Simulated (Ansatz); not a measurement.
Geometry optimisation, RKS BHLYP/def2-SVP in Ansatz.

input.yaml

```yaml
crystal:
  periodic: [false, false, false]
  atoms:
    - { symbol: O, position_ang: [-0.751, -2.2646, -0.2617] }
    - { symbol: C, position_ang: [0.2056, -1.5372, -0.2824] }
    - { symbol: Se, position_ang: [0.382, -0.1413, -1.6009] }
    - { symbol: C, position_ang: [-0.3178, 1.1411, -0.4028] }
    - { symbol: O, position_ang: [-1.5953, 1.3061, -0.4457] }
    - { symbol: S, position_ang: [0.6251, 2.0667, 0.748] }
    - { symbol: H, position_ang: [1.0175, -1.7088, 0.4532] }
    - { symbol: H, position_ang: [0.5259, 1.081, 1.7365] }
basis:
  gaussian: { orbitals: def2-SVP }
hamiltonian:
  xc: { name: BHLYP }
relax:
  f_tol: 0.015
  max_steps: 40
```

Command:

```bash
$ ansatz run input.yaml --threads 2 --pin off --max-ram 3072MiB --backend cpu --events-out ev --progress --plain --runs-dir out
```

Task: Where does it end, and by what steps?

Result: The run converged. After 21 steps the energy has fallen by 1.632 eV; O1 moved furthest, 1.27 Å. The start is strongly strained (largest force component 9 eV/Å).

```csv
step,energy less start (eV),largest force component (eV/Å),accepted
0,0.0000,8.578,yes
1,-0.4565,4.957,yes
2,-0.5863,3.818,yes
3,-0.6665,3.412,yes
4,-0.7655,2.736,yes
5,-0.8900,1.987,yes
6,-1.0262,1.366,yes
7,-1.2409,0.538,yes
8,-1.4196,0.766,yes
9,-1.4941,1.062,yes
10,-1.5871,0.526,yes
11,-1.2265,2.976,no
12,-1.6220,0.239,yes
13,-1.6212,0.622,no
14,-1.6284,0.158,yes
15,-1.6317,0.081,yes
16,-1.6317,0.057,no
17,-1.6320,0.089,yes
18,-1.6322,0.072,yes
19,-1.6323,0.022,yes
20,-1.6324,0.018,yes
21,-1.6324,0.011,yes
```

```xyz
8
Properties=species:S:1:pos:R:3
O 0.441 -2.691 -0.410
C 0.133 -1.589 -0.125
Se -0.141 -0.229 -1.480
C -0.567 1.316 -0.349
O -1.395 2.081 -0.693
S 0.328 1.563 1.178
H -0.051 -1.238 0.907
H 1.343 0.730 0.915
```

Whether the end is a true minimum wasn't checked by a vibrational analysis.

The run took 59 s on 2 threads of Intel(R) Xeon(R) Platinum 8488C (Sapphire Rapids), with other jobs on the host, peak memory 0.32 GiB.
